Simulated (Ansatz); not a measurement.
Compare A (`NC(F)([SiH3])BO`) with its isomer B (`NBOC[SiH2]F`).

Gas-phase electronic energies from Ansatz, PBE0-D4/def2-TZVP geometries. CCSD(T)/CBS adds triple-zeta CCSD(T) − MP2 to the extrapolated MP2 energy (def2 sets, frozen cores). Functionals use def2-TZVPP. B3LYP here is the variant with VWN-RPA as its local correlation; programs differ in this. Each species was taken in one conformer, which may not be the lowest.

Problem. Which is lower in electronic energy at CCSD(T)/CBS, and by how much? (An estimate is asked.)

Solution. Ansatz gave: B, by 294.1 kJ/mol.

Problem. Give E(B) − E(A) in kJ/mol with B3LYP-D4, ωB97M-V, B2PLYP, r2SCAN-D4, B3LYP, PBE-D4, HF/def2-TZVPP. (An estimate is asked.)

Solution. Ansatz gave: B3LYP-D4 -285.8, ωB97M-V -284.1, B2PLYP -294.8, r2SCAN-D4 -282.5, B3LYP -291.0, PBE-D4 -263.4, HF/def2-TZVPP -315.0. None reverses the order clearly.

Largest T1 diagnostic: 0.013.

In def2-TZVPP, CCSD(T) changes the Hartree–Fock value by +25.4 kJ/mol (the triples alone add +5.1 kJ/mol) and MP2 by +16.1 kJ/mol. The D4 term adds +5.1 kJ/mol with B3LYP and +2.7 kJ/mol with PBE0; it sums over pairs of atoms, weighted by their polarisabilities, and B3LYP, whose exchange is more repulsive, gets the larger term.
